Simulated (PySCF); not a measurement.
CH$_{2}$AlBF, AlBFH$_{2}$O, CH$_{2}$AlBO, Al$_{2}$BH$_{6}$N and others (calculated)

Calculation on a computer-drawn molecule: optimised geometry and harmonic frequencies of an isolated molecule of the commonest isotopes, restricted reference for singlets and unrestricted otherwise, frozen core in MP2. Program: PySCF 2.14.0.

Common to all runs: method HF; basis cc-pV(D+d)Z.

(1) CH$_{2}$AlBF

Start structure:
```xyz
6
CH2AlBF
B     -3.0132    -2.3250     2.2780
C     -2.9553    -1.5845     1.0820
Al    -4.1458     0.0851     0.9615
F     -4.2570     1.1569    -0.2671
H     -3.1541    -2.9247     3.2485
H     -2.2825    -1.5791     0.3113
```

Settings of this run: charge 0 and multiplicity 2.

The calculation gives: rotational constants 30.84, 3.156, 2.863 GHz; total energy -405.0867 hartree; spin squared 0.7561; convergence status largest gradient component 2.24e-05 hartree/bohr.

Drawn bonds:
```
atom  other atom  order
   1           2      2
   2           3      1
   3           4      1
   1           5      1
   2           6      1
```

Optimised structure:
```xyz
6
CH2AlBF
B     -3.0333    -2.2651     2.2172
C     -2.9520    -1.4736     1.0987
Al    -4.1933     0.0041     1.0883
F     -4.1462     1.0031    -0.2401
H     -3.1853    -2.8748     3.2117
H     -2.2978    -1.5650     0.2383
```

Modes:
```
frequency (cm⁻¹)  reduced mass (dalton)
            93.3                  4.269
           130.6                  3.482
           220.2                  6.077
           542.2                  1.365
           626.5                  5.713
             756                  1.215
           780.5                  1.253
           839.5                  9.838
           946.1                  1.563
            1555                  5.318
            2937                  1.133
            3348                  1.095
```

(2) AlBFH$_{2}$O

Start structure:
```xyz
6
AlBFH2O
F     -1.5743     2.2052    -3.2871
B     -0.4643     2.9387    -3.0971
O      0.3508     2.5970    -2.0862
Al     1.1176     2.0183    -0.8490
H     -0.2689     3.8911    -3.8600
H      1.7950     1.4427     0.4258
```

Settings of this run: charge 1 and multiplicity 1.

The calculation gives: rotational constants 35.33, 2.819, 2.611 GHz; total energy -441.9522 hartree; convergence status largest gradient component 1.61e-05 hartree/bohr.

Drawn bonds:
```
atom  other atom  order
   1           2      1
   2           3      1
   3           4      1
   2           5      1
   4           6      1
```

Optimised structure:
```xyz
6
AlBFH2O
F     -1.5700     2.2153    -3.3092
B     -0.5042     2.9544    -3.1423
O      0.3190     2.6057    -2.0783
Al     1.0890     1.9961    -0.7979
H     -0.2338     3.8703    -3.8405
H      1.8559     1.4511     0.4147
```

Modes:
```
frequency (cm⁻¹)  reduced mass (dalton)
           77.74                  7.254
           161.5                  3.024
           418.8                  1.184
           430.8                  1.207
           519.1                  10.76
           819.1                  5.536
           990.9                  1.672
            1164                  1.287
            1302                  7.153
            1413                   7.38
            2185                  1.053
            2884                    1.1
```

(3) CH$_{2}$AlBO

Start structure:
```xyz
6
CH2AlBO
C     -2.6405     0.4036    -2.6264
B     -1.2889     0.6116    -2.5029
O      0.1016     0.7784    -2.3403
Al     1.6953     1.0159    -2.1900
H     -3.3832     0.9730    -2.1224
H     -3.0854    -0.4562    -3.2172
```

Settings of this run: charge 0 and multiplicity 1.

Results for CH$_{2}$AlBO: rotational constants 294.4, 2.436, 2.416 GHz; total energy -380.5536 hartree; convergence status largest gradient component 1.732e-05 hartree/bohr.

Drawn bonds:
```
atom  other atom  order
   1           2      2
   2           3      1
   3           4      1
   1           5      1
   1           6      1
```

Optimised structure:
```xyz
6
CH2AlBO
C     -2.6434     0.3723    -2.6181
B     -1.2725     0.5789    -2.4836
O      0.0057     0.7716    -2.3582
Al     1.7126     1.0271    -2.1935
H     -3.3646     1.0091    -2.1204
H     -3.0389    -0.4328    -3.2254
```

Modes:
```
frequency (cm⁻¹)  reduced mass (dalton)
           66.48                  8.669
            78.4                  6.988
           372.4                  2.065
           480.4                  10.18
           540.7                  10.03
             677                  1.232
           861.5                   2.07
            1104                  5.229
            1459                    1.2
            1863                  9.791
            3306                   1.06
            3388                  1.111
```

(4) Al$_{2}$BH$_{6}$N

Start structure:
```xyz
10
Al2BH6N
N      2.1878    -0.7450    -0.8783
B      2.0603     0.0354     0.2582
Al    -0.0018     0.3904     0.2072
Al    -2.3657     1.2292     0.7741
H      1.4152    -0.9936    -1.4944
H      3.1389    -1.1631    -1.1447
H      3.0584     0.2977     0.9009
H     -0.6567    -0.3401    -1.1108
H     -3.1474     0.5398    -0.4286
H     -3.2522     2.0713     1.7155
```

It was run with charge 0 and multiplicity 1.

The calculation gives: rotational constants 17.14, 1.302, 1.231 GHz; total energy -566.4665 hartree; convergence status largest gradient component 9.896e-06 hartree/bohr.

Drawn bonds:
```
atom  other atom  order
   1           2      1
   2           3      1
   3           4      1
   1           5      1
   1           6      1
   2           7      1
   3           8      1
   4           9      1
   4          10      1
```

Optimised structure:
```xyz
10
Al2BH6N
N      2.5620    -0.7017    -0.8494
B      1.6143    -0.2201     0.0498
Al    -0.4177     0.2068    -0.6102
Al    -2.3909     1.1183     0.8732
H      2.3726    -0.8733    -1.8154
H      3.5057    -0.9109    -0.5904
H      1.9995    -0.0647     1.1857
H     -0.7382    -0.0641    -2.1588
H     -3.3955     0.1571     1.6516
H     -2.6750     2.6747     1.0631
```

Modes:
```
frequency (cm⁻¹)  reduced mass (dalton)
           31.96                  2.791
           81.56                  4.491
           92.48                  1.079
           218.8                  3.834
           302.2                   1.05
             347                  4.335
           411.4                  1.172
           511.1                  2.097
           554.9                  1.469
           571.6                  1.847
           644.8                  1.277
           669.5                  1.148
           854.3                  1.064
           955.4                  1.095
           973.1                  1.128
            1219                  1.463
            1371                  3.688
            1760                  1.199
            1884                  1.042
            1927                  1.057
            1935                  1.028
            2622                  1.092
            3793                  1.051
            3894                  1.098
```

(5) CH$_{3}$F$_{2}$Si

Start structure:
```xyz
7
CH3F2Si
C     -2.5500    -0.1077     0.1695
Si    -1.2125    -0.0399    -1.1120
F     -0.9307     1.5418    -1.5064
F      0.2199    -0.3691    -0.4686
H     -2.6645    -1.0940     0.5787
H     -2.2932     0.5660     1.0378
H     -3.5077     0.2565    -0.1777
```

Settings of this run: charge 0 and multiplicity 2.

The calculation gives: rotational constants 6.974, 6.22, 3.688 GHz; total energy -527.5306 hartree; spin squared 0.7534; convergence status largest gradient component 1.604e-05 hartree/bohr.

Drawn bonds:
```
atom  other atom  order
   1           2      1
   2           3      1
   2           4      1
   1           5      1
   1           6      1
   1           7      1
```

Optimised structure:
```xyz
7
CH3F2Si
C     -2.5359    -0.0826     0.1960
Si    -1.1970     0.0103    -1.0929
F     -1.0009     1.5468    -1.5351
F      0.2023    -0.4305    -0.4277
H     -2.6527    -1.1070     0.5553
H     -2.2660     0.5588     1.0400
H     -3.4886     0.2578    -0.2144
```

Modes:
```
frequency (cm⁻¹)  reduced mass (dalton)
           136.6                  1.049
           223.6                  3.636
           287.2                  6.265
           342.9                  6.368
           700.7                  4.023
           823.8                  1.491
           836.2                  1.713
           899.4                  6.091
           950.3                  7.173
            1382                  1.254
            1539                  1.051
            1545                   1.05
            3174                  1.035
            3265                  1.102
            3276                  1.103
```

(6) AlBH$_{7}$NSi

Start structure:
```xyz
11
AlBH7NSi
B      1.4747     1.8914    -0.0750
Al     0.2277     0.4179    -0.8119
N     -1.6272     0.7547    -0.8964
Si    -2.6644     2.1253    -0.7607
H      2.0482     2.6952    -0.7542
H      1.5335     2.1500     1.0980
H      0.5216    -0.9804    -1.5249
H     -2.0638    -0.1198    -0.9924
H     -3.4533     2.1604    -1.9764
H     -3.4991     2.0235     0.3869
H     -1.7247     3.2302    -0.7516
```

It was run with charge 0 and multiplicity 1.

Drawn bonds:
```
atom  other atom  order
   1           2      1
   2           3      1
   3           4      1
   1           5      1
   1           6      1
   2           7      1
   3           8      1
   4           9      1
   4          10      1
   4          11      1
```

To be estimated
1. AlBH$_{7}$NSi (entry 6): total energy?
2. Give the table of modes values for AlBH$_{7}$NSi (entry 6).

Answers
1. -614.0834 hartree
2. 
Modes:
```
frequency (cm⁻¹)  reduced mass (dalton)
           91.32                   3.45
           105.8                  1.062
           128.4                  1.791
           164.7                  1.315
           260.2                  4.215
           378.2                  1.064
             542                  4.427
           550.8                  1.102
             598                   1.74
           635.6                  1.353
           676.4                  1.398
           783.6                  1.249
           841.4                  1.713
           905.2                  1.362
           943.5                  3.417
            1020                   1.05
            1050                  1.058
            1079                   1.08
            1226                  1.391
            1250                   1.13
            1961                  1.042
            2278                   1.05
            2285                   1.05
            2304                  1.019
            2645                  1.055
            2710                   1.12
            3743                  1.074
```

Further results for AlBH$_{7}$NSi (entry 6):

* rotational constants: 7.671, 2.264, 1.81 GHz
* convergence status largest gradient component: 3.206e-05 hartree/bohr

Optimised structure:
```xyz
11
AlBH7NSi
B      1.4046     1.9951    -0.1744
Al     0.1265     0.3802    -0.7890
N     -1.6374     0.6469    -0.9805
Si    -2.5910     2.0687    -0.7488
H      1.9403     2.7341    -0.9603
H      1.6536     2.2222     0.9819
H      0.6387    -1.0889    -1.0998
H     -2.1714    -0.1573    -1.2719
H     -3.2911     2.4943    -1.9862
H     -3.6272     1.8969     0.2996
H     -1.6723     3.1561    -0.3292
```
